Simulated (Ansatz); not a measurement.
`CC(F)C(F)(F)F` → `CC(F)(F)F` + `[CH]F` at 500 K and 1 bar (formal loss of a carbene).

Isolated molecules relaxed with PBE0-D4/def2-TZVP in Ansatz; ΔE leaves out vibrations. CCSD(T)/CBS is the MP2 limit (def2-TZVPP, def2-QZVPP) plus CCSD(T) − MP2 in def2-TZVPP, frozen cores. This one scheme is used for every species.

```json
{"species": "`CC(F)C(F)(F)F`", "CCSD(T)/CBS energy (Eh)": "-515.74039", "H − E (kJ/mol)": "239.6", "S (J/(mol·K))": "409.4"}
{"species": "`CC(F)(F)F`", "CCSD(T)/CBS energy (Eh)": "-377.30189", "H − E (kJ/mol)": "171.7", "S (J/(mol·K))": "333.4"}
{"species": "`[CH]F`", "CCSD(T)/CBS energy (Eh)": "-138.29972", "H − E (kJ/mol)": "50.0", "S (J/(mol·K))": "241.9"}
```

H − E and S are ideal-gas, rigid-rotor, harmonic terms from PBE0-D4/def2-TZVP, for one conformer and one mirror image of each species. 1 Eh = 2625.50 kJ/mol, R = 8.31446 J/(mol·K).

Q: By hand: ΔE, ΔH, ΔS and ΔG.

A: ΔE = (-377.30189) + (-138.29972) − (-515.74039) = 0.13878 Eh = 364.4 kJ/mol. Δ(H − E) = 171.7 + 50.0 − 239.6 = -17.9, so ΔH = 346.5 kJ/mol. ΔS = 333.4 + 241.9 − 409.4 = 165.9 J/(mol·K). ΔG = 346.5 − 500 × (165.9)/1000 = 263.6 kJ/mol.

Q: By hand: the equilibrium constant, and the temperature at which ΔG would vanish if ΔH and ΔS stayed fixed.

A: log₁₀ K = −ΔG/(RT ln 10) = -27.5. ΔG = 0 at ΔH/ΔS = 2089 K.

The number of gas molecules changes by +1, which sets the sign of ΔS. A doubt of 5 kJ/mol in ΔE shifts log₁₀ K by 0.5 here. Other conformers and mirror images would add mixing entropy, several J/(mol·K) or more a flexible species. These are equilibria of isolated gas molecules and say nothing of rates. Largest T1 diagnostic: 0.018 (customary marks: 0.02 for closed shells, 0.045 for open ones).
